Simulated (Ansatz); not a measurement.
Si4Ge⁻, 5 atoms. Hardware: 4 threads of Arm Neoverse V2 on a shared host.

Correlated methods freeze 29 core orbitals; core or outer-core shells of Ge are correlated, in sets that lack core-valence functions.

(1) How many basis functions does each of these Ansatz runs have, and roughly what does it cost? PBE-D4/def2-SVP, charge -1 doublet, energy with a search over starts; r2SCAN0-D4/def2-TZVPD, charge -1 doublet, energy, from earlier orbitals; MP2/def2-TZVPD, charge -1 doublet, energy, from earlier orbitals; HF/def2-TZVPD, charge -1 doublet, energy, from earlier orbitals; PBE0-D4/def2-TZVPD, charge -1 doublet, energy, from earlier orbitals; B3LYP-D4/def2-TZVPD, charge -1 doublet, energy, from earlier orbitals; B3LYP-D4/def2-SVPD, charge -1 doublet, relaxation, 12 steps; HF/STO-3G, charge -1 doublet, energy; CCSD(T)/def2-SVPD, charge -1 doublet, energy, from earlier orbitals; PBE-D4/def2-TZVPD, charge -1 doublet, energy and forces, from earlier orbitals; r2SCAN-D4/def2-TZVPD, charge -1 doublet, energy, from earlier orbitals.

## Answers

(1) Other jobs shared the machine, so times can vary by a factor of up to 3. A dash marks memory too small to be measured apart from the calling script's.

| run | functions | fitting or Cholesky vectors | wall time | peak host memory (GiB) |
| --- | --- | --- | --- | --- |
| HF/STO-3G, charge -1 doublet, energy | 54 | 564 | 0.55 s | – |
| PBE-D4/def2-TZVPD, charge -1 doublet, energy and forces, from earlier orbitals | 226 | 1473 | 7 s | – |
| PBE-D4/def2-SVP, charge -1 doublet, energy with a search over starts | 104 | 1135 | 7.5 s | – |
| MP2/def2-TZVPD, charge -1 doublet, energy, from earlier orbitals | 226 | 1398 | 10 s | 0.84 |
| PBE0-D4/def2-TZVPD, charge -1 doublet, energy, from earlier orbitals | 226 | 1610 | 16 s | 1.2 |
| HF/def2-TZVPD, charge -1 doublet, energy, from earlier orbitals | 226 | 1831 | 21 s | 1.6 |
| B3LYP-D4/def2-TZVPD, charge -1 doublet, energy, from earlier orbitals | 226 | 1570 | 25 s | 1.6 |
| CCSD(T)/def2-SVPD, charge -1 doublet, energy, from earlier orbitals | 134 | 1289 | 36 s | 1.4 |
| r2SCAN-D4/def2-TZVPD, charge -1 doublet, energy, from earlier orbitals | 226 | 1473 | 37 s | 0.87 |
| B3LYP-D4/def2-SVPD, charge -1 doublet, relaxation, 12 steps | 134 | 1322 | 48 s | – |
| r2SCAN0-D4/def2-TZVPD, charge -1 doublet, energy, from earlier orbitals | 226 | 1610 | 52 s | 1.7 |
